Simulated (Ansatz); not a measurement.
Breaking the O3–H4 bond in FGeHO (SMILES [OH][Ge][F]) (multiplicity 1 held, fragments rigid). Energies count from the point at 0.965 Å.
Geometry at that point (charge 0, multiplicity 1):
| atom | x (Å) | y (Å) | z (Å) |
|---|---|---|---|
| Ge | 0.1077 | -0.0493 | 0.4077 |
| F | 0.2474 | 1.3715 | -0.6247 |
| O | -0.6085 | -1.0965 | -0.8575 |
| H | -0.8059 | -1.9945 | -0.5656 |

R- and RO- levels are restricted; in cc, def2 and unpolarised 6-31G sets they are followed outwards from rest. Unrestricted levels (U-) break spin symmetry where that is lower. Curves can end on different states.

Cores are frozen in the correlated methods. Filled d and f shells under p-block atoms count as core.

Codes used: Ansatz (a first-principles code) with Gaussian orbitals. Values without a source in brackets are computed.

Energies in kJ/mol.

```csv
R (Å),U-r2SCAN/cc-pVTZ,R-B3LYP/cc-pVTZ,R-wB97X-V/cc-pVTZ,U-MP2/cc-pVTZ,R-SCS-MP2/cc-pVTZ,U-SCS-MP2/cc-pVTZ
0.772,147,147,147,148,147,147
0.868,28,28,28,28,28,28
0.965,0,0,0,0,0,0
1.061,19,19,20,19,20,20
1.158,61,61,64,63,63,63
1.302,142,142,150,146,146,146
1.447,226,227,239,296,231,296
1.688,351,353,376,457,356,454
1.929,423,455,490,507,451,502
2.219,463,547,598,524,525,518
2.605,481,628,702,530,566,523
3.087,488,677,784,531,546,524
```

Doubts at one or more of the structures used: a spin-contaminated determinant (U-r2SCAN/cc-pVTZ, U-MP2/cc-pVTZ, U-SCS-MP2/cc-pVTZ); a restricted determinant that unrestricted orbitals would lower (R-B3LYP/cc-pVTZ, R-wB97X-V/cc-pVTZ, R-SCS-MP2/cc-pVTZ).
